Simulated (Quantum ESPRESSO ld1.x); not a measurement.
Question: The mean radii <r> (bohr) of the occupied orbitals of an atom or ion are listed with their occupations. All-electron calculation, scalar-relativistic Kohn-Sham, LDA (Slater exchange, VWN5 correlation), spin-polarised, spherical densities, point nucleus. Program: ld1.x of Quantum ESPRESSO 7.5.

| orbital | occ. | <r> |
|---|---|---|
| 1s up | 1 | 0.01579 |
| 1s down | 1 | 0.01579 |
| 2s up | 1 | 0.06649 |
| 2s down | 1 | 0.06649 |
| 2p up | 3 | 0.06056 |
| 2p down | 3 | 0.06056 |
| 3s up | 1 | 0.1717 |
| 3s down | 1 | 0.1717 |
| 3p up | 3 | 0.1738 |
| 3p down | 3 | 0.1738 |
| 3d up | 5 | 0.1575 |
| 3d down | 5 | 0.1575 |
| 4s up | 1 | 0.3768 |
| 4s down | 1 | 0.3768 |
| 4p up | 3 | 0.4022 |
| 4p down | 3 | 0.4021 |
| 4d up | 5 | 0.4214 |
| 4d down | 5 | 0.4212 |
| 4f up | 7 | 0.4363 |
| 4f down | 7 | 0.4353 |
| 5s up | 1 | 0.8048 |
| 5s down | 1 | 0.8026 |
| 5p up | 3 | 0.8932 |
| 5p down | 3 | 0.8911 |
| 5d up | 3 | 1.034 |

Name the element and its charge. Open shells, if any, are filled with parallel spins first.

Answer: Z = 83, bismuth, charge +12: Bi12+ in [Xe] 4f14 5d3. The 1s radius gives Z: for a bare nucleus <r> = (2 gamma + 1)/(2Z) with gamma = sqrt(1 - (Z/c)^2), 0.01561 bohr for Z = 83, and screening makes it slightly larger (0.01579 here). The occupations add up to 71, and the charge is Z minus that.
